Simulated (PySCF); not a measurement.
This PySCF input asks for the NMR shieldings of `InChI=1S/C3H7BCl2Si2/c5-4(6)3-1-2-7-8-3/h1-3H,7-8H2/t3-/m0/s1`; the geometry comes from GFN2-xTB.

```python
import basis_set_exchange as bse
import numpy as np
from pyscf import gto, dft
from pyscf.prop import nmr

atoms = """
Cl    1.650083   -2.455873    2.090652
B     0.622385   -1.147946    1.618081
Cl   -0.917504   -1.009721    2.400191
C     1.000419   -0.201337    0.444533
C     0.484166    1.198606    0.597203
C    -0.575403    1.689744   -0.038406
Si   -1.446334    0.600261   -1.301713
Si    0.199808   -1.016428   -1.152438
H     2.083942   -0.164912    0.306862
H     1.035574    1.805312    1.308390
H    -0.892146    2.701635    0.168895
H    -1.581954    1.294637   -2.589438
H    -2.794166    0.214013   -0.867651
H     1.299216   -1.090470   -2.124169
H    -0.172499   -2.409533   -0.882905
"""
names = dict.fromkeys(["Cl", "B", "C", "Si", "H"], "pcSseg-1")
basis = {el: gto.basis.parse(bse.get_basis(n, elements=[el], fmt="nwchem")) for el, n in names.items()}
mol = gto.M(atom=atoms, basis=basis, charge=0, verbose=0)
mf = dft.RKS(mol, xc="PBE0")
mf.grids.level = 2
mf.grids.alignment = dft.numint.BLKSIZE   # the property module wants whole blocks of grid points
mf.conv_tol = 1e-9
mf.kernel()

calc = nmr.RKS(mf)   # GIAO
C = mf.mo_coeff
Co = C[:, mf.mo_occ > 0]
resp = mf.gen_response(singlet=True, hermi=2)
def vind(x):   # induced exchange potential for any number of trial vectors
    d = np.einsum("pi,xij,qj->xpq", C, 2 * x.reshape(-1, C.shape[1], Co.shape[1]), Co, optimize=True)
    return np.einsum("xpq,pi,qj->xij", resp(d - d.transpose(0, 2, 1)), C, Co, optimize=True).ravel()
mo1, _ = nmr.rhf.solve_mo1(calc, with_cphf=vind)
sigma = calc.kernel(mo1)
for i, s in enumerate(sigma):   # ppm
    print("%2d %-2s %9.2f" % (i, mol.atom_pure_symbol(i), np.trace(s) / 3))
```

Task: What does it print?

Result: 
```
 0 Cl    697.13
 1 B      42.30
 2 Cl    692.73
 3 C     139.42
 4 C      25.15
 5 C      52.96
 6 Si    420.02
 7 Si    410.18
 8 H      28.38
 9 H      24.70
10 H      25.22
11 H      27.36
12 H      27.21
13 H      27.52
14 H      27.88
```

These numbers come from an equivalent density-fitted implementation of the same equations, which agrees with the script to about 0.01 ppm for H and up to a few tenths of a ppm for heavy atoms, so last digits may differ.

Size and cost of the density-fitted run: 199 basis functions, 42 s wall time on 1 thread of an Arm Neoverse V1, shared host; peak memory 0.9 GiB.
